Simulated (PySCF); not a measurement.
## Spin states of SnPb⁺

Unrestricted PBE0; Sn def2-SVP with ECP28, Pb def2-SVP with ECP60; scalar-relativistic core potentials (PySCF 2.14). Outer shells of the fragments: Sn+ 4d10 5s2 5p1; Pb 5d10 6s2 6p2.

Followed along the bond (rough minima from three points):

| 2Ms+1 | unpaired | ⟨S²⟩ at the start | R at minimum (Å) | Te (eV) |
| --- | --- | --- | --- | --- |
| 4 | σ ↑, π ↑↑ | 3.75 | 2.87 | 0.00 |
| 2 | π ↑ | 0.75 | 3.06 | 0.29 |
| 2 | σ ↑, π ↑↓ | 1.76 | 2.88 | 0.40 |
| 2 | σ ↑ | 0.76 | 2.90 | 0.91 |

Solutions found at the starting distance of 2.845 Å, counted from the lowest of them; the search is not exhaustive and high or unbound solutions are not listed, so other states can lie among these:

```json
{"2Ms+1": "4", "unpaired": "σ ↑, π ↑↑", "term": "⁴Σ⁻", "E (eV)": "0.00", "⟨S²⟩": "3.75", "⟨Lz²⟩": "0.00", "μ (D)": "-1.11"}
{"2Ms+1": "2", "unpaired": "σ ↑, π ↑↓", "term": "mixed", "E (eV)": "0.41", "⟨S²⟩": "1.76", "⟨Lz²⟩": "2.01", "μ (D)": "-1.13"}
{"2Ms+1": "2", "unpaired": "π ↑", "term": "²Π", "E (eV)": "0.42", "⟨S²⟩": "0.75", "⟨Lz²⟩": "1.00", "μ (D)": "-1.07"}
{"2Ms+1": "2", "unpaired": "σ ↓, π ↑↑", "term": "mixed", "E (eV)": "0.42", "⟨S²⟩": "1.76", "⟨Lz²⟩": "0.00", "μ (D)": "-1.13"}
{"2Ms+1": "2", "unpaired": "σ ↑", "term": "mixed", "E (eV)": "0.92", "⟨S²⟩": "0.76", "⟨Lz²⟩": "2.00", "μ (D)": "-1.22"}
{"2Ms+1": "2", "unpaired": "π ↑", "term": "²Π", "E (eV)": "1.66", "⟨S²⟩": "0.76", "⟨Lz²⟩": "1.01", "μ (D)": "-1.27"}
{"2Ms+1": "4", "unpaired": "σ ↑, π ↑↑", "term": "mixed", "E (eV)": "1.68", "⟨S²⟩": "3.76", "⟨Lz²⟩": "2.01", "μ (D)": "-1.59"}
{"2Ms+1": "4", "unpaired": "π ↑↑↑", "term": "⁴Π", "E (eV)": "2.38", "⟨S²⟩": "3.75", "⟨Lz²⟩": "1.00", "μ (D)": "-1.47"}
{"2Ms+1": "4", "unpaired": "σ ↑↑, π ↑", "term": "⁴Π", "E (eV)": "4.21", "⟨S²⟩": "3.75", "⟨Lz²⟩": "1.00", "μ (D)": "-1.76"}
{"2Ms+1": "4", "unpaired": "σ ↑↑, π ↑", "term": "mixed", "E (eV)": "5.75", "⟨S²⟩": "4.24", "⟨Lz²⟩": "1.02", "μ (D)": "-0.89"}
{"2Ms+1": "4", "unpaired": "σ ↑↑, π ↑↑↓", "term": "mixed", "E (eV)": "7.21", "⟨S²⟩": "4.75", "⟨Lz²⟩": "3.01", "μ (D)": "-1.88"}
```

A term symbol is given only where ⟨S²⟩ and ⟨Lz²⟩ are close to those of a pure state; real π, δ and φ orbitals otherwise mix terms. A positive dipole points towards Pb; it is taken about the centre of mass and depends on that origin.

Task: Compare the gap between the two lowest followed solutions at the starting distance with the gap between their minima.

Result: At PBE0 the second solution (doublet, unpaired electrons π ↑) lies +0.42 eV from the first (quartet, unpaired electrons σ ↑, π ↑↑) at 2.845 Å and +0.29 eV at the minima; the two curves relax by different amounts, since their minima lie near 3.06 and 2.87 Å.

These are scalar-relativistic numbers at best; spin–orbit coupling would shift them, the dissociation energy most.
